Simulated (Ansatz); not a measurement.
```yaml
atoms:
  - { symbol: O, position_ang: [-0.0090, -0.0043, -1.6821] }
  - { symbol: C, position_ang: [0.0046, 0.0070, -0.5311] }
  - { symbol: S, position_ang: [-0.0059, 0.0017, 1.0303] }
```

Basis set: def2-TZVP (spherical functions). Left uncorrelated: 7 orbitals. Charge 0, multiplicity 1.

Computed with Ansatz (development build ahead of 0.2.0); each method stands on the lowest determinant of its kind that the runs found. Restricted open shells among the atoms or ions are ROHF, correlated in semicanonical orbitals with singles.

The atomization energy at this shape (free ground-state atoms in the same class of orbitals less the molecule, no zero-point energy) of singlet COS:

```
method  atomization energy
   RHF             9.45 eV
```

(1) What does RHF-MP2 give?

## Answers

(1) 14.90 eV.
